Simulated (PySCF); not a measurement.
A composite method against measured constants

PySCF. The composite is CCSD(T) extrapolated to the basis-set limit from two correlation-consistent sets, with core-valence (CV) and scalar-relativistic (SR) terms as its label shows; it has no spin–orbit coupling and nothing beyond (T). Measured values: Huber and Herzberg, Constants of Diatomic Molecules (1979).

```tsv
molecule	composite	Re computed (Å)	Re measured (Å)	ωe computed (cm⁻¹)	ωe measured (cm⁻¹)
BrCl	CCSD(T)/CBS(TQ)+CV	2.1346	2.136065	450.2	444.276
PbO	CCSD(T)/CBS(DT)+CV	1.9210	1.921813	739.2	721.0
NaBr	CCSD(T)/CBS(DT)+CV	2.5179	2.502038	293.3	302.1
LiH	CCSD(T)/CBS(TQ)+CV+SR	1.5995	1.5957	1398.5	1405.65
HI	CCSD(T)/CBS(TQ)+CV	1.6090	1.60916	2327.7	2309.014
BaS	CCSD(T)/CBS(DT)+CV	2.5324	2.5074	374.5	379.42
Li2	CCSD(T)/CBS(TQ)+CV+SR	2.6778	2.6729	350.8	351.43
Cl2	CCSD(T)/CBS(TQ)+CV+SR	1.9873	1.9879	563.8	559.72
```

**Question.** Give the mean absolute errors, and the molecules missed most.

**Answer.** Re 6.6 mÅ, most for BaS (+25.0 mÅ); ωe 8.5 cm⁻¹, most for HI (+18.7 cm⁻¹).

The molecules are drawn from runs that passed checks on state, spin purity and fit, so the hardest cases are missing and the errors look smaller than over all diatomics.

Correlated steps freeze the inner cores (1 to 28 orbitals); shallow outer-core shells are correlated. Spin–orbit coupling is left out, which matters for elements this heavy, above all for dissociation energies. The CCSD T1 diagnostic is raised in BaS, PbO, a sign that a single reference may not be enough there.
